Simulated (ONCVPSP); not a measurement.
# tin (Sn): excitation energies, all-electron against ONCV

tin, optimised norm-conserving Vanderbilt (ONCV), made with ONCVPSP 4.0.1 (PBE, fully relativistic). Core [Kr], reference 4d10 5s1.5 5p2.5. Waves: 5s: rc 1.70 bohr, ncon 5, nbas 9, qcut 3.8 1/bohr, 2 projectors, debl 2.2 Ha; 5p: rc 2.80 bohr, ncon 4, nbas 7, qcut 3.1 1/bohr, 2 projectors, debl 2 Ha; 4d: rc 1.40 bohr, ncon 4, nbas 9, qcut 10.6 1/bohr, 3 projectors, debl 2.6 Ha. Local part: polynomial inside 1.20 bohr (lpopt 5, dvloc0 3 Ha). Core correction: Teter function, fcfact 6, rcfact 1.8.

Open shells are filled in proportion to 2j + 1.

Energies are relative to the spin-unpolarised reference configuration 4d10 5s1.5 5p2.5; without spin polarisation the order of configurations can differ from experiment.

| valence configuration | charge | ΔE all-electron (eV) | error AE − PS (meV) |
| --- | --- | --- | --- |
| 4d10 5s2 5p1 | +1 | 3.438 | -4.7 |
| 4d10 5s2 5p0 | +2 | 17.409 | -51 |
| 4d10 5s1 5p3 | 0 | 3.510 | -1.1 |

(1) What are ΔE and the potential's error for 4d10 5s2 5p2?

Note: ghosts flagged at negative energy: s at -89.2 eV; GHOST(+) flagged for p3/2 at 55.0 eV, p1/2 at 60.4 eV, s at 430.5 eV. A true bound ghost makes a file unfit for plane-wave use.

Results:

(1) ΔE = -3.450 eV all-electron; the error (AE − PS) is -1.1 meV.
